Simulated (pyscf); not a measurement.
PySCF, gas phase, ωB97X-D3(BJ)/def2-SVP geometries.

### Question
What is the homolytic dissociation enthalpy (298 K, ωB97M-D3(BJ)/def2-TZVP) of the C–Si bond of F–CH(F)–SiH₂–O–SiH₃ (SMILES FC(F)[SiH2]O[SiH3]), to F–CH•–F + •H₂Si–O–SiH₃?

### Answer
C–Si to F–CH•–F + •H₂Si–O–SiH₃: 83.4 kcal/mol. The 7 functionals that were run give +74.6 (r²SCAN) to +83.4 kcal/mol (ωB97X-D3(BJ)). Other isomers of •H₂Si–O–SiH₃ were not searched in full and may lie lower.
